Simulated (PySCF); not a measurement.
Ionisation energy of Cl⁺ by level of theory

Cl⁺ [Ne] 3s2 3p4 (3P) → Cl²⁺ [Ne] 3s2 3p3 (4S), as a difference of total energies. All numbers are calculated (PySCF 2.14, the non-relativistic Hamiltonian (point nucleus), in pcseg-2 (5s4p2d1f, 34 functions)). Correlated levels: valence: [Ne] frozen. The calculations carry no spin-orbit coupling.

| method | ionisation energy (eV) | error (eV) |
| --- | --- | --- |
| UHF | 22.591 | -1.180 |
| MN15 | 23.950 | +0.179 |
| M06-L | 23.671 | -0.100 |
| MP2 (valence) | 23.311 | -0.460 |
| SCS-MP2 (valence) | 23.388 | -0.383 |
| CCSD (valence) | 23.413 | -0.358 |
| CCSD(T) (valence) | 23.434 | -0.337 |

Reference: 23.771 eV (measured; NIST levels, between the centres of gravity of the two terms).

Errors of the correlated levels include the incompleteness of this basis and the frozen core.
